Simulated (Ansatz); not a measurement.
Basis sets compared for the cluster V₃O₃⁺ (the lowest singlet isomer of a short search). The state is a singlet with charge 1. Geometry PBE-D4/def2-SVP. Ansatz on 4 threads of Intel Xeon on a shared host; times are rough, and most runs start from earlier orbitals.

```
atom   x (Å)   y (Å)   z (Å)
  V1  -0.675   0.728   0.253
  V2   0.924   0.014  -1.107
  V3  -0.014  -1.382   0.409
  O4   0.906   1.497  -0.168
  O5  -0.878  -0.614  -1.108
  O6  -0.263  -0.242   1.721
```

The restricted singlet is unstable towards broken spin symmetry in Hartree–Fock (as tested in another run); at PBE-D4/def2-SVP, PBE-D4/def2-TZVP, PBE0-D4/def2-SVP, PBE0-D4/def2-TZVP this wasn't settled. No other spin state of charge 1 was run. The structure comes from a short search, and lower isomers may exist.

```csv
level,functions,energy (Eh),HOMO (eV),LUMO (eV),wall time
PBE-D4/def2-SVP,135,-3056.2145,-9.27,-8.67,2.3 s
PBE0-D4/def2-SVP,135,-3056.0890,-10.33,-7.57,4.8 s
```

(1) Estimate the rows for PBE-D4/def2-TZVP (with forces), PBE0-D4/def2-TZVP.

Results:

(1) 
| level | functions | energy (Eh) | HOMO (eV) | LUMO (eV) | wall time |
| --- | --- | --- | --- | --- | --- |
| PBE-D4/def2-TZVP (with forces) | 228 | -3056.8614 | -9.37 | -8.76 | 4.3 s |
| PBE0-D4/def2-TZVP | 228 | -3056.7359 | -10.33 | -7.61 | 9 s |
